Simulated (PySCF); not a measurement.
BiBr2 (SMILES [Br][Bi][Br]), doublet, geometry from GFN2-xTB (such geometries of metal compounds can be far from the true shape) (the spin is typed, not shown lowest) (core potentials on Bi). Base run: B3LYP/def2-SVP (PySCF).

PySCF was given this input:
```python
from pyscf import gto, scf, dft

mol = gto.Mole()
mol.atom = '''
    Bi    0.687662    0.361527    0.230007
    Br   -1.163655    1.022137   -1.511829
    Br   -0.467088   -1.879472    0.966383
'''
mol.basis = 'def2-svp'
mol.ecp = {'Bi': 'def2-svp'}
mol.charge = 0
mol.spin = 1
mol.verbose = 4
mol.build()

mf = dft.UKS(mol)
mf.xc = 'b3lyp'
mf.kernel()
mf.analyze()
```

Each row names what was changed in the base input (with any setting that the change needs).

| change | ΔE vs base (µEh) | grid points | electrons on the grid |
|---|---|---|---|
| base | 0.0 | 64296 | 93.00000 |
| grids.atom_grid = (30, 110) | -5888 | 7344 | 93.00235 |
| grids.level = 0 | -6084 | 8144 | 93.00236 |
| grids.atom_grid = (50, 194) | 116 | 18544 | 92.99998 |
| grids.radi_method = mura_knowles | -0.3 | 58352 | 93.00000 |
| small_rho_cutoff = 0 | 0.0 | 64296 | 93.00000 |
| grids.atom_grid = (150, 974) | 1.0 | 213736 | 93.00000 |
| grids.atom_grid = (75, 302) | 14.4 | 39584 | 93.00003 |
| grids.level = 1 | -1.0 | 23424 | 92.99999 |
| grids.prune = off | -0.2 | 121520 | 93.00000 |
| grids.prune = dft.gen_grid.treutler_prune | -0.1 | 64416 | 93.00000 |

Open shells are given as the SCF converged; they aren't shown to be the lowest states, and a large step between rows can be another state.
